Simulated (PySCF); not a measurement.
ClH6NSi2, SMILES N[SiH2][SiH2]Cl.

Geometry optimised at B3LYP-D3(BJ)/def2-SVP. This is a generated structure with no PubChem entry under its InChIKey; it may be hypothetical. The values are those of a single conformer.

These are PySCF with TDA-PBE/def2-SVPD values and carry that method's errors.

Vertical excitations. Gas-phase values at a fixed geometry.

Task: Give excitation energies, oscillator strengths and character. (The exact figures need the calculation; the answer reports its results.)

Result: 
```tsv
state	energy (eV)	λ (nm)	f	main pairs
S1	4.57	271	0.013	HOMO→LUMO 98 %
S2	5.38	231	0.011	HOMO→LUMO+1 96 %
S3	5.81	213	0.011	HOMO→LUMO+2 80 %, HOMO−1→LUMO 13 %
S4	5.91	210	0.020	HOMO−1→LUMO 75 %, HOMO→LUMO+3 16 %
S5	6.04	205	0.005	HOMO−2→LUMO 99 %
S6	6.24	199	0.122	HOMO→LUMO+3 62 %, HOMO→LUMO+4 17 %
S7	6.53	190	0.071	HOMO→LUMO+4 72 %
S8	6.69	185	0.042	HOMO−1→LUMO+1 90 %
S9	6.79	183	0.009	HOMO→LUMO+5 72 %, HOMO→LUMO+6 11 %
S10	6.87	181	0.008	HOMO−2→LUMO+1 74 %, HOMO→LUMO+6 16 %
T1	4.16	298	0	HOMO→LUMO 99 %
T2	4.94	251	0	HOMO→LUMO+1 98 %
T3	5.55	223	0	HOMO→LUMO+2 52 %, HOMO−1→LUMO 43 %
T4	5.59	222	0	HOMO−1→LUMO 55 %, HOMO→LUMO+2 42 %
```
Triplets are in the Tamm–Dancoff approximation.
